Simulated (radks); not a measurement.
Results of a calculation; reference values are marked as such.
All-electron atom: Tb1.5+ in [Xe] 4f8 5d1.5 (fractional occupations, a model configuration).

Code: a radial shooting solver on a logarithmic mesh with Libxc functionals. Model: scalar-relativistic Kohn-Sham, PBE, spin-unpolarised, spherical densities, finite nucleus; Fermi nuclear charge, rms radius 5.06 fm.

Energy parts (hartree):
| part | energy |
|---|---|
| total | -11707.4079 |
| kinetic | 12598.7593 |
| electron-nucleus | -28574.2254 |
| Hartree | 4523.3799 |
| exchange-correlation | -255.3217 |

Orbitals (lengths in bohr, moments of r in powers of bohr; r(90%) holds 90 % of the orbital's charge):
| orbital | occ. | eigenvalue (hartree) | <r^2> | r(90%) |
|---|---|---|---|---|
| 1s | 2 | -1906.086 | 0.0006317 | 0.0389 |
| 2s | 2 | -316.4666 | 0.009889 | 0.142 |
| 2p | 6 | -281.2950 | 0.007988 | 0.132 |
| 3s | 2 | -70.67244 | 0.06547 | 0.351 |
| 3p | 6 | -59.82316 | 0.06570 | 0.356 |
| 3d | 10 | -45.67956 | 0.05509 | 0.337 |
| 4s | 2 | -14.47257 | 0.3301 | 0.777 |
| 4p | 6 | -10.89514 | 0.3729 | 0.832 |
| 4d | 10 | -5.98163 | 0.4478 | 0.933 |
| 5s | 2 | -2.21008 | 1.926 | 1.89 |
| 5p | 6 | -1.35308 | 2.674 | 2.25 |
| 4f | 8 | -0.65588 | 0.9296 | 1.44 |
| 5d | 1.5 | -0.40024 | 7.374 | 3.92 |

The highest occupied level is 5d at -10.891 eV. The electron density at the nucleus is 7.203e+05 e/bohr^3 (large components only).
